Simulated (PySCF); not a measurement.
**Two-dimensional NMR puzzle**

Compound of formula C7H5NSi. Correlations simulated from computed shifts and the bond graph:

HSQC (one-bond C–H):
```
  δH     δC
7.13  146.7
4.00  110.3
3.53  100.1
```

HMBC (two and three bonds, from the bond graph):
```
  δH                         δC
7.13   131.5, 110.3, 88.8, 86.2
4.74  146.7, 131.5, 121.7, 88.8
4.00                146.7, 86.2
3.53                131.5, 88.8
```

Carbons without hydrogens: δ 131.5, 121.7, 88.8, 86.2.

Method: geometry from GFN2-xTB, shielding tensors at PBE0/pcSseg-1 (GIAO), in PySCF (averaged over atoms made equivalent by symmetry, fast rotation or ring inversion, no solvent model, a single conformation, relativity neglected).

Referencing at the same level of theory: TMS for 1H (31.72 ppm), 13C (186.93 ppm).

Exchangeable hydrogens are left out of these lists.

Which molecule is this?

Results:

`C(/C#C)=C(\C#C)[SiH2]C#N`.

Mapped SMILES: `[CH:1]#[C:2]/[CH:3]=[C:4](/[C:5]#[CH:6])[SiH2:7][C:8]#[N:9]` (H(Xn): hydrogen on atom n).

δC 146.7 is C3, an alkene CH (δH 7.13). δC 131.5 is C4, a fully substituted alkene carbon. δC 121.7 is C8, a nitrile carbon. δC 110.3 is C1, a terminal alkyne carbon (δH 4.00). δC 100.1 is C6, a terminal alkyne carbon (δH 3.53). δC 88.8 is C5, an alkyne carbon. δC 86.2 is C2, an alkyne carbon. HMBC from δH 7.13 reaches the proton-free carbons C4, C5, C2. HMBC from δH 4.74 reaches the proton-free carbons C4, C8, C5. HMBC from δH 4.00 reaches the proton-free carbon C2. HMBC from δH 3.53 reaches the proton-free carbons C4, C5.

The data come from this structure; uniqueness wasn't tested.

Shifts are as computed. Against solution values, carbons near 30 ppm lie about +3 ppm off and those near 130 ppm about +5 ppm. Of 1309 compounds with measured shifts, 239 miss one by over three times the rms of a fit or turn the order of signals round; such compounds aren't used in these exercises.
